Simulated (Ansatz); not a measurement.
LaCu4⁻. Total charge -1; triplet. Geometry r2SCAN-D4/def2-SVP, that of the neutral doublet; atoms count from 1.

```xyz
5

La    0.465   -1.275    1.169
Cu   -0.668    1.172    0.475
Cu   -1.757   -0.725   -0.395
Cu    1.655    1.006    0.137
Cu    0.306   -0.178   -1.386
```

In the def2 sets La takes a core potential; there is no spin–orbit coupling. At PBE0-D4/def2-TZVPD a singlet of charge -1 lies 0.16 eV below the triplet at the same geometry. The structure comes from a short search, and lower isomers may exist.

(1) Estimate the Mulliken populations from the PBE0/def2-TZVPD orbitals of Ansatz.

(2) Where does the spin sit?

(3) And the Mayer bond orders between heavy atoms (over 0.3)?

## Answers

(1) 
```csv
atom,charge (e),spin (α − β),d electrons
La1,-0.38,1.62,1.85
Cu2,-0.12,-0.02,9.82
Cu3,-0.19,0.21,9.84
Cu4,-0.19,0.21,9.84
Cu5,-0.12,-0.02,9.82
```
Mulliken values depend strongly on the basis. With diffuse functions, as here, like atoms can get unlike values, and bond orders can come out too low or too high.

(2) Summed by element: La 1.62, Cu 0.38, of 2 unpaired in all. Largest on single atoms: La1 1.62, Cu3 0.21, Cu4 0.21.

(3) La1–Cu2 0.75 (2.78 Å); La1–Cu3 0.93 (2.77 Å); La1–Cu4 0.93 (2.77 Å); La1–Cu5 0.75 (2.78 Å); Cu2–Cu3 0.51 (2.35 Å); Cu2–Cu4 0.51 (2.35 Å); Cu2–Cu5 0.45 (2.50 Å); Cu3–Cu5 0.51 (2.35 Å); Cu4–Cu5 0.51 (2.35 Å).
